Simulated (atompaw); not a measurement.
**Before and after: PAW (atompaw) potential for hafnium**

hafnium, PAW, made with atompaw 4.2.0.5 (PBE, scalar-relativistic). Core [Xe] 4f14, reference 5d2 6s2 6p0. Waves: 6s (bound): rc 2.45 bohr; 6s channel at 0.2 Ry: rc 3.00 bohr; 6p (bound, empty): rc 3.00 bohr; 6p channel at 2.95 Ry: rc 3.00 bohr; 5d (bound): rc 3.00 bohr; 5d channel at 2.9 Ry: rc 3.00 bohr; 5f channel at 0.05 Ry: rc 3.00 bohr. Local part: bessel scheme, radius 2.40 bohr. Core correction: smooth core density matched at 2.35 bohr. Augmentation charge: besselshape compensation charge, radius 2.65 bohr; PAW radius 3.00 bohr; waves and projectors: custom rrkj gramschmidtortho.

All-electron outer shells of the reference configuration (PBE, scalar-relativistic, ld1.x):

```json
{"shell": "5p", "level (eV)": "-35.57", "outermost node (bohr)": "0.60", "outermost maximum (bohr)": "1.16"}
{"shell": "4f", "level (eV)": "-16.83", "outermost node (bohr)": "–", "outermost maximum (bohr)": "0.45"}
{"shell": "6s", "level (eV)": "-5.11", "outermost node (bohr)": "1.37", "outermost maximum (bohr)": "2.89"}
{"shell": "5d", "level (eV)": "-2.69", "outermost node (bohr)": "0.67", "outermost maximum (bohr)": "1.69"}
{"shell": "6p", "level (eV)": "-1.40", "outermost node (bohr)": "1.66", "outermost maximum (bohr)": "4.05"}
```

Change: wave 5d (bound): rc 3.00 bohr becomes 5d (bound): rc 1.76 bohr.

Cutoffs: the cutoffs (Ry, on a coarse ladder) from which the occupation-weighted sum of valence levels, in a spherical-Bessel basis at the reference potential, stays within 10 and 1 mRy of its value at 400 Ry; they do not see the model core or the augmentation charge, which bear on the density cutoff.

Task: What does the change do?

Result: The potential gets harder (10 Ry and 12 Ry → 30 Ry and 35 Ry); the range in which the d phases agree widens (upper end 1.8 → at the end of the scan); neither file shows a bound ghost.

| quantity | base | changed |
| --- | --- | --- |
| cutoff, loose | 10 Ry | 30 Ry |
| cutoff, tight | 12 Ry | 35 Ry |
| loose cutoff by channel (10 mRy a level) | s 6 Ry, d 8 Ry | s 6 Ry, d 25 Ry |
| bound ghosts | none | none |
| s: phases at 3.00 bohr within 0.05 rad from the reference energy up to (Ry; the scan ends near 5) | 1.0 | 1.0 |
| p: phases at 3.00 bohr within 0.05 rad from the reference energy up to (Ry; the scan ends near 5) | 3.7 | 3.7 |
| d: phases at 3.00 bohr within 0.05 rad from the reference energy up to (Ry; the scan ends near 5) | 1.8 | to the end of the scan |
| f: phases at 3.00 bohr within 0.05 rad from the reference energy up to (Ry; the scan ends near 5) | 0.7 | 0.7 |
| lowest overlap eigenvalue by channel | s 0.03, p 0.73, d 0.86, f 1.00 | s 0.03, p 0.73, d 0.64, f 1.00 |

 The cutoffs see the waves, projectors and local potential, not the compensation charge or the core.
